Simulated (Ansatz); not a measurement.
`C[CH2][Sn][Cl]` + `[SiH3]BCl` → `C[SiH2]BCl` + `[CH3][Sn][Cl]`  (formal exchange of groups at a C–C bond)

Program: Ansatz. Geometries: PBE0-D4/def2-TZVP. ΔE: electronic, gas phase. CCSD(T)/CBS adds triple-zeta CCSD(T) − MP2 to the extrapolated MP2 energy (def2 sets, frozen cores). This one scheme is used for every species. DFT in def2-TZVPP. def2 core potentials past Kr. For Sn outer-core shells are correlated without core-valence functions, which leaves a few kJ/mol of doubt a bond. Each species was taken in one conformer, which may not be the lowest.

```csv
species,CAM-B3LYP energy (Eh)
`C[CH2][Sn][Cl]`,-753.76164
`[SiH3]BCl`,-776.98310
`C[SiH2]BCl`,-816.30215
`[CH3][Sn][Cl]`,-714.46329
```

(1) Work out ΔE.

Largest T1 diagnostic among the species: 0.014.

Answers

(1) ΔE = (-816.30215) + (-714.46329) − (-753.76164) − (-776.98310) = -0.02070 Eh = -0.56 eV. CCSD(T)/CBS gives -0.55 eV.

At CCSD(T), def2-SVP lies +0.17 eV from the extrapolated value and def2-TZVPP +0.02 eV. Leaving LDA and LC-ωPBE aside and taking each functional with its dispersion term where it has one, the values, not all of them listed here, spread over 0.07 eV, from r2SCAN-D4 to revPBE-D4.
